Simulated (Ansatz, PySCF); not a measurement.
Breaking the O4–H5 bond in AlFH2O (SMILES [OH][AlH][F]) (multiplicity 1 held, fragments rigid). Energies count from the point at 0.958 Å.
Geometry at that point (charge 0, multiplicity 1):
| atom | x (Å) | y (Å) | z (Å) |
|---|---|---|---|
| Al | -0.2244 | -0.3699 | 0.1214 |
| H | -1.0285 | -1.6418 | 0.5186 |
| F | 1.2464 | -0.0753 | 0.8183 |
| O | -0.8547 | 0.7027 | -1.0173 |
| H | -0.4341 | 1.5074 | -1.3228 |

Unrestricted levels (U-) break spin symmetry where that is lower. Active spaces are followed from a long bond inwards. Curves can end on different states.

Frozen-core correlation. Rows in 3-21G, 6-31G* carry no dispersion term and start afresh at each structure (6-31G* with six Cartesian d functions). MP2/6-31G* freezes PySCF's default core.

The values were computed with Ansatz (Gaussian basis) for Hartree–Fock, density functionals and correlated methods; PySCF for 3-21G rows, 6-31G* rows. Each number belongs to the level named beside it.

Other levels give for the energy at R = 3.066 Å: U-PBE/cc-pV(T+d)Z 125.91; U-B3LYP/cc-pV(T+d)Z 126.00; U-wB97X-V/cc-pV(T+d)Z 127.21; FIC-MRCISD+Q on CASSCF(4,3)/cc-pV(T+d)Z 126.78 kcal/mol.

Common cheap choices:

| level | energy at R = 3.066 Å (kcal/mol) |
|---|---|
| R-HF/3-21G | 223.41 |
| R-HF/6-31G* | 219.94 |
| U-HF/6-31G* | 87.87 |
| R-B3LYP/6-31G* | 164.50 |
| U-B3LYP/6-31G* | 120.22 |
| R-MP2/6-31G* | 137.65 |

Doubts at one or more of the structures used: a restricted determinant that unrestricted orbitals would lower (R-HF/3-21G, R-HF/6-31G*, R-B3LYP/6-31G*, R-MP2/6-31G*); a spin-contaminated determinant (U-HF/6-31G*, U-B3LYP/6-31G*, U-PBE/cc-pV(T+d)Z, U-B3LYP/cc-pV(T+d)Z, U-wB97X-V/cc-pV(T+d)Z); active orbitals that take no part (FIC-MRCISD+Q on CASSCF(4,3)/cc-pV(T+d)Z).

Ansatz is a program for electronic structure.
